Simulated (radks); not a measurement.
The numbers below are computed, except where a source is named.
All-electron atom: the lithium ion Li+ in 2p2 (not the ground configuration).

Level of theory: scalar-relativistic Kohn-Sham, PBEsol, spin-polarised, spherical densities, point nucleus; open shells are filled with parallel spins first (a radial shooting solver on a logarithmic mesh with Libxc functionals).

Energy parts (hartree):
total: -1.83541
kinetic: 1.81787
electron-nucleus: -4.04258
Hartree: 0.96729
exchange-correlation: -0.57799

Orbitals (lengths in bohr, moments of r in powers of bohr; r(90%) holds 90 % of the orbital's charge):
| orbital | occ. | eigenvalue (hartree) | r(90%) | <r^4> | <1/r> | <r> |
|---|---|---|---|---|---|---|
| 1s up | 0 | -3.62364 | 0.916 | 0.3186 | 2.916 | 0.5159 |
| 2p up | 2 | -0.52199 | 3.06 | 37.26 | 0.6738 | 1.885 |

The highest occupied level is 2p up at -14.204 eV. The configuration is held as typed, so some empty levels lie below it. Summed over all electrons, <r^2> = 8.665 bohr^2, which gives a Langevin (diamagnetic) susceptibility term of -6.86 x 10^-6 cm^3/mol. The density falls to 0.001 e/bohr^3 at r = 3.51 bohr. Spin moment in Bohr magnetons: 2.
